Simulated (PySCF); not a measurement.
## Potassium: a sound run and one with changed settings

Sound run: K(2+) [Ne] 3s2 3p5, K(3+) [Ne] 3s2 3p4. Computed with PySCF 2.14 in cc-pVDZ-X2C, with the spin-free X2C one-electron Hamiltonian (Gaussian nucleus). The sound run starts from symmetry-adapted Hartree-Fock orbitals and uses a fine grid where one is needed.

A second run was set up differently.

```
species  method  sound run (hartree)  changed run (hartree)  converged
  K(2+)     UHF           -600.15023             -600.15023        yes
  K(2+)    BP86           -600.91350             -600.91334        yes
  K(2+)     PBE           -600.64389             -600.64380        yes
  K(3+)     UHF           -598.43038             -598.43038        yes
  K(3+)    BP86           -599.13746             -599.13719        yes
  K(3+)     PBE           -598.87356             -598.87340        yes
```

Ionisation energy of K(2+):

| method | sound run (eV) | changed run (eV) |
| --- | --- | --- |
| UHF | 46.800 | 46.800 |
| BP86 | 48.328 | 48.332 |
| PBE | 48.173 | 48.175 |

Problem. What was changed?
A. level shift left on
B. angular grid far too coarse
C. basis contracted for another Hamiltonian
D. all electrons correlated in a valence basis

Solution. B. It used 26 angular points. A coarse angular grid integrates products of high-l functions wrongly, so density functionals can shift, and the SCF can exploit the error; Hartree-Fock and MP2 need no grid.
